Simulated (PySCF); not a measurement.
First SCF of a structure search on singlet Tl₂O, at a hand-made bent geometry. PySCF input:

```python
from pyscf import gto, scf, dft
mol = gto.M(atom='''
O      0.000000     0.000000     0.000000
Tl     1.695600     0.000000     1.187300
Tl    -1.695600     0.000000     1.187300''',
    basis={'O': 'def2-TZVP', 'Tl': 'def2-TZVP'},
    ecp={'Tl': 'def2-TZVP'},
    charge=0, spin=0)
mf = dft.RKS(mol, xc='B3LYP')
mf.grids.atom_grid = (50, 194)
aux = {'O': 'def2-universal-JKFIT', 'Tl': 'def2-universal-JKFIT'}
mf = mf.density_fit(auxbasis=aux)
mf.conv_tol = 1e-08
mf.diis_space = 10
mf.max_cycle = 60
mf.init_guess = 'minao'
mf.verbose = 4
mf.kernel()
```

Excerpt of the output (cycles and frontier levels):

```
init E= -359.803502907017
  HOMO = -0.916942627075326  LUMO = -0.66480460340815  gap/eV = 6.86103
cycle= 1 E= -419.272694694978  delta_E= -59.5  |g|= 2.35  |ddm|= 13.3
  HOMO = 0.0216640762894253  LUMO = 0.0244388388514798  gap/eV = 0.07551
cycle= 2 E= -411.043277785869  delta_E= 8.23  |g|= 5.06  |ddm|= 7.97
  HOMO = -0.311892912873994  LUMO = -0.113692689957442  gap/eV = 5.39330
cycle= 3 E= -419.530319532032  delta_E= -8.49  |g|= 2.15  |ddm|= 4.93
  HOMO = -0.279503852794697  LUMO = -0.105513793185324  gap/eV = 4.73451
cycle= 4 E= -420.360485444218  delta_E= -0.83  |g|= 0.642  |ddm|= 1.21
  HOMO = -0.201775624499633  LUMO = -0.0668205827857413  gap/eV = 3.67231
cycle= 5 E= -420.457757315292  delta_E= -0.0973  |g|= 0.248  |ddm|= 0.876
  HOMO = -0.217577345814309  LUMO = -0.0683596330947014  gap/eV = 4.06042
cycle= 6 E= -420.470806848699  delta_E= -0.013  |g|= 0.0613  |ddm|= 0.178
  HOMO = -0.215608563636366  LUMO = -0.0682875953354182  gap/eV = 4.00881
cycle= 7 E= -420.471068390321  delta_E= -0.000262  |g|= 0.0402  |ddm|= 0.0535
  HOMO = -0.218702880519948  LUMO = -0.0698613948989251  gap/eV = 4.05018
cycle= 8 E= -420.471378478236  delta_E= -0.00031  |g|= 0.0116  |ddm|= 0.02
  HOMO = -0.21931820314036  LUMO = -0.0699516376358013  gap/eV = 4.06447
cycle= 9 E= -420.471406408279  delta_E= -2.79e-05  |g|= 0.00215  |ddm|= 0.00683
  HOMO = -0.219255280280026  LUMO = -0.0699510418224198  gap/eV = 4.06278
cycle= 10 E= -420.471406987964  delta_E= -5.8e-07  |g|= 0.000899  |ddm|= 0.00191
  HOMO = -0.219311964583488  LUMO = -0.0699588369113498  gap/eV = 4.06411
cycle= 11 E= -420.471407141334  delta_E= -1.53e-07  |g|= 0.000243  |ddm|= 0.000666
  HOMO = -0.219301507787341  LUMO = -0.0699571445333112  gap/eV = 4.06387
cycle= 12 E= -420.471407153065  delta_E= -1.17e-08  |g|= 3.6e-05  |ddm|= 0.000126
  HOMO = -0.219299134746497  LUMO = -0.0699564139595662  gap/eV = 4.06382
cycle= 13 E= -420.471407153335  delta_E= -2.7e-10  |g|= 2.11e-06  |ddm|= 2.31e-05
  HOMO = -0.219298622959123  LUMO = -0.0699563559862967  gap/eV = 4.06381
Extra cycle  E= -420.471407153324  delta_E= 1.09e-11  |g|= 7.55e-06  |ddm|= 5.44e-06
converged SCF energy = -420.471407153324
```

No lower solution of this spin was found by a stability analysis within the restricted form, which does not test spin polarisation.

With an element this heavy the missing spin–orbit coupling can shift these numbers.

The search for the lowest solution, with the stability check, took 7.7 s on 4 threads of a shared Arm Neoverse V2 host, with 131 basis functions; the process peaked at 0.39 GiB.
